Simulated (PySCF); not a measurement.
## Working out the excitation energy of S⁺

S⁺ [Ne] 3s2 3p3 (4S) → S⁺ [Ne] 3s1 3p3 4s1 (6S). Calculation: PySCF 2.14, in aug-cc-pwCVDZ; no relativity, point nucleus. Frozen: [Ne]. Energies in hartree (1 hartree = 27.21139 eV):

| part | S⁺ (lower) | S⁺ (upper) |
| --- | --- | --- |
| UHF | -397.160287 | -396.479596 |
| CCSD correlation | -0.093156 | -0.037245 |
| (T) | -0.001392 | -0.000257 |

Q: What does Hartree-Fock give?

A: (-396.479596) − (-397.160287) = 0.680691 hartree = 18.523 eV.

Q: What do CCSD and CCSD(T) give?

A: The CCSD correlation energies differ by 0.055911 hartree = 1.521 eV and the triples by 0.001135 hartree = 0.031 eV, so CCSD gives 20.044 eV and CCSD(T) 20.075 eV.

A double-zeta basis recovers only part of the correlation energy.
